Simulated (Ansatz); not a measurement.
`N#C[SiH2]CF` + HBr → `FC[SiH2]Br` + `C#N` at 600 K and 1 bar (ligand exchange at the Si–C bond).

Computed with Ansatz on PBE0-D4/def2-TZVP structures; ΔE is electronic, products minus reactants. CCSD(T)/CBS is the MP2 limit (def2-TZVPP, def2-QZVPP) plus CCSD(T) − MP2 in def2-TZVPP, frozen cores. This one scheme is used for every species. For Br outer-core shells are correlated without core-valence functions, which leaves a few kJ/mol of doubt a bond. Scalar relativity is left out up to krypton. Each species was taken in one conformer, which may not be the lowest.

```csv
species,CCSD(T)/CBS energy (Eh),H − E (kJ/mol),S (J/(mol·K))
`N#C[SiH2]CF`,-522.05904,201.2,418.8
HBr,-2573.91920,33.5,219.1
`FC[SiH2]Br`,-3002.67960,175.9,406.1
`C#N`,-93.32098,64.3,228.4
```

H − E and S are ideal-gas, rigid-rotor, harmonic terms from PBE0-D4/def2-TZVP, for one conformer and one mirror image of each species. 1 Eh = 2625.50 kJ/mol, R = 8.31446 J/(mol·K).

**Question.** By hand: ΔE, ΔH, ΔS and ΔG.

**Answer.** ΔE = (-3002.67960) + (-93.32098) − (-522.05904) − (-2573.91920) = -0.02234 Eh = -58.7 kJ/mol. Δ(H − E) = 175.9 + 64.3 − 201.2 − 33.5 = 5.5, so ΔH = -53.2 kJ/mol. ΔS = 406.1 + 228.4 − 418.8 − 219.1 = -3.4 J/(mol·K). ΔG = -53.2 − 600 × (-3.4)/1000 = -51.2 kJ/mol.

**Question.** By hand: the equilibrium constant, and the temperature at which ΔG would vanish if ΔH and ΔS stayed fixed.

**Answer.** log₁₀ K = −ΔG/(RT ln 10) = 4.5. ΔG = 0 at ΔH/ΔS = 15647 K, far beyond where these terms or the molecules hold.

The number of gas molecules stays the same, so ΔS is small and ΔH decides. A doubt of 5 kJ/mol in ΔE shifts log₁₀ K by 0.4 here. Other conformers and mirror images would add mixing entropy, several J/(mol·K) or more a flexible species. These are equilibria of isolated gas molecules and say nothing of rates. Largest T1 diagnostic: 0.014 (customary marks: 0.02 for closed shells, 0.045 for open ones).
